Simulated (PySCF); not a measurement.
C₂H₃O₂, SMILES [CH2]C(=O)O, multiplicity 2. Geometry optimised at PBE-D3(BJ)/def2-SVP. The isomer is the one that the SMILES or the coordinates give; other isomers of the formula were not compared. One conformer was computed; it need not be the lowest.

Computed equilibrium geometry at PBE-D3(BJ)/def2-SVP (PySCF confirms it by a frequency run) as bond lengths and angles, and its point group (one conformer of several):
point group Cs.
Atoms: C1 C2 O3 O4 H5 H6 H7. Bond lengths (Å): C1–C2 1.453, C1–H5 1.099, C1–H6 1.098, C2–O3 1.228, C2–O4 1.366, O4–H7 0.981. Angles (°): C2–C1–H5 121.3, C2–C1–H6 117.9, H5–C1–H6 120.8, C1–C2–O3 124.8, C1–C2–O4 112.7, O3–C2–O4 122.5, C2–O4–H7 105.0.
Charge 0, spin multiplicity 2.
